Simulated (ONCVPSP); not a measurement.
Transferability test, ONCV potential for lead

| Quantity | Value |
| --- | --- |
| Element | Pb |
| Generator | ONCVPSP 4.0.1 |
| Type | optimised norm-conserving Vanderbilt (ONCV) |
| Functional | PBE |
| Relativity | scalar-relativistic |
| Frozen core | [Xe] 4f14 5d10 |
| Valence charge | 4 |
| Reference configuration | 6s2 (charge +2) |
| Partial waves | 6s: rc 2.00 bohr, ncon 4, nbas 7, qcut 3.1 1/bohr, 2 projectors, debl 3.5 Ha; p scattering state at 0.09 Ha: rc 2.10 bohr, ncon 5, nbas 9, qcut 3.2 1/bohr, 2 projectors, debl 3 Ha |
| Local potential | polynomial inside 1.65 bohr (lpopt 5, dvloc0 6 Ha) |
| Core correction | none |

In the p channel the program set the typed energies aside and used 0.050, 3.050 Ha.

Energies are relative to the spin-unpolarised reference configuration 6s2; without spin polarisation the order of configurations can differ from experiment.

```tsv
valence configuration	charge	ΔE all-electron (eV)	error AE − PS (meV)
6s2 6p2	0	-20.022	+351
6s1	+3	32.410	+123
6s1 6p3	0	-11.285	+569
```

**Question.** What are ΔE and the potential's error for 6s2 6p1?

**Answer.** ΔE = -13.445 eV all-electron; the error (AE − PS) is +151 meV.

Note: no bound ghost flagged; GHOST(+) flagged for s at 102.6 eV.
